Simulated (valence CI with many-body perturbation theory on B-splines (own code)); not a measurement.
# Ladder of approximations for Tm XXXI

Computed by configuration interaction combined with many-body perturbation theory (CI+MBPT): three valence electrons over a frozen Dirac-Fock core [Kr], radial functions for each j: 9 s, 9 p, 10 d, 8 f, 5 g, 3 h, 1 i, with the one-electron correlation potential Σ1, the two-electron term Σ2, the three-electron term Σ3, Breit, model QED; selected CI, second order for the rest (own B-spline code, finite nucleus).

No measured spectrum was set against this ion. As an estimate, large intervals hold to a few tenths of a per cent, small ones and those within an open d or f shell to about a per cent. Only levels of the ground parity were solved; by the run's estimate the other parity begins above the list, which can be wrong where configurations are misplaced.

Each rung adds one term. CI alone is the Dirac-Coulomb CI over the frozen core; QED comes last and gives the full result, which names the levels. Energies are above (4d3/2^3) J=3/2 on the same rung, in cm⁻¹.

Levels are named by their leading jj configuration (3d3/2^4 stands for four electrons in 3d with j = 3/2), which in mixed levels can hold well under half, so a name can repeat and another be missing. Letters in brackets count levels of one name in rising energy.

```tsv
Level	CI alone	+ Σ1	+ Σ2	+ Σ3	+ Breit	Full
(4d3/2^2 4d5/2) J=5/2 [a]	77650	78237	78472	78674	76455	76719
(4d3/2^2 4d5/2) J=3/2	96899	97451	96801	97181	95221	95468
(4d3/2^2 4d5/2) J=7/2	105677	106320	105138	105057	102288	102569
(4d3/2^2 4d5/2) J=9/2	111186	111813	109483	109400	106523	106788
(4d3/2^2 4d5/2) J=1/2	110726	111293	110198	110559	108424	108682
(4d3/2^2 4d5/2) J=5/2 [b]	163692	164410	162991	162685	160057	160376
(4d3/2 4d5/2^2) J=7/2 [a]	183719	184870	184531	184482	180056	180572
(4d3/2 4d5/2^2) J=9/2	195173	196382	195243	195409	190456	190992
(4d3/2 4d5/2^2) J=3/2 [a]	206391	207555	207865	207628	203457	203983
(4d3/2 4d5/2^2) J=1/2	213930	215108	214842	215305	211001	211532
(4d3/2 4d5/2^2) J=11/2	225340	226575	223101	223041	217759	218291
(4d3/2 4d5/2^2) J=5/2 [a]	227071	228170	225419	224659	220656	221146
(4d3/2 4d5/2^2) J=5/2 [b]	241060	242287	240553	239936	235384	235926
(4d3/2 4d5/2^2) J=7/2 [b]	249620	250819	247177	246690	242014	242537
(4d3/2 4d5/2^2) J=3/2 [b]	286929	288276	289369	289050	284315	284918
(4d5/2^3) J=9/2	297420	299201	298676	298483	291572	292370
(4d5/2^3) J=3/2	341172	342811	340908	340054	334156	334890
(4d5/2^3) J=5/2	364136	365853	366669	365735	359537	360313
```

(1) How does the ionisation energy move along the ladder, and which term matters most?

Answers

(1) CI alone 1154.9, + Σ1 1157.5, + Σ2 1159.1, + Σ3 1159.1, + Breit 1158.5, + QED 1158.6 eV. The largest step is Σ1, 2.7 eV. NIST lists 1157 ± 4 eV (theoretical).
